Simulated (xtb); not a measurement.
xtb input:

```bash
xtb mol.xyz --gfn 2 --ohess tight --chrg -1 --uhf 0
```
mol.xyz:
```
13

Si     0.26798441    -0.19972324    -0.54074165
N     -0.94258127     0.18846644     0.62053814
Si    -2.58783762    -0.00348542     0.48658520
O      1.65193123     0.19103930     0.12834264
Si     3.33589494     0.26561011     0.19390599
H      0.28547945    -1.59976716    -0.83161783
H      0.10895999     0.62917755    -1.77770327
H     -0.58091226     0.65860135     1.41224714
H     -3.18066776     0.98871736    -0.46267865
H     -2.88751319    -1.34249322    -0.01806401
H     -3.17495462     0.19680681     1.79567174
H      3.77884978     1.24149590    -0.91295616
H      3.84508026    -1.07034628    -0.01338306
```

Task: Predict the final energy.

Result: -16.54515 Eh (GFN2-xTB).

It need not be the lowest isomer of its formula. Whether it binds its extra electron was not tested at this geometry.
